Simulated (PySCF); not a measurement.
PySCF input file for Ge(F)(Cl)2(Me) (CH₃Cl₂FGe), SMILES [CH3][Ge]([F])([Cl])[Cl], KT2/pcSseg-1. Coordinates come from a B3LYP-D3(BJ)/def2-SVP optimisation. The structure was generated by enumeration, and PubChem lists no compound with its InChIKey, so it may never have been made.

```python
import numpy as np
from pyscf import gto, scf, dft
from pyscf.prop.nmr import rks as nmr

mol = gto.M(
    atom='''
    C    -1.06371219   -1.83589282   -0.00000000
    Ge    0.06249757   -0.26455929    0.00000000
    F     1.73506438   -0.73419582   -0.00000000
    Cl   -0.21808012    0.95500536    1.75176684
    Cl   -0.21808012    0.95500536   -1.75176684
    H    -0.85071938   -2.42880807   -0.90054483
    H    -2.11706586   -1.52354956    0.00000000
    H    -0.85071937   -2.42880807    0.90054483
    ''',
    basis='pcSseg-1',
    charge=0,
    spin=0,
    max_memory=1600,
    verbose=3,
)
mf = dft.RKS(mol, xc='kt2')
mf.grids.level = 3
mf.conv_tol = 1e-10
mf.max_cycle = 100
mf.kernel()
n = nmr.NMR(mf)
n.verbose = 2
n.max_cycle_cphf = 60
sigma = n.kernel()
print('atom   isotropic/ppm   span/ppm')
for i, s in enumerate(sigma):
    w = np.linalg.eigvalsh((s + s.T) / 2)
    print(f'{mol.atom_symbol(i):2s}{i + 1:3d} {w.mean():14.3f} {w[2] - w[0]:11.3f}')
```

Program output:

```
converged SCF energy = -3154.33522012141
atom   isotropic/ppm   span/ppm
C   1        168.657      37.744
Ge  2       1183.471     109.367
F   3        248.867     152.040
Cl  4        772.756     375.659
Cl  5        772.756     375.659
H   6         29.884      12.418
H   7         29.903      11.062
H   8         29.884      12.418
```

The calculation finished and met its thresholds.

Cost: roughly 40 core-seconds.
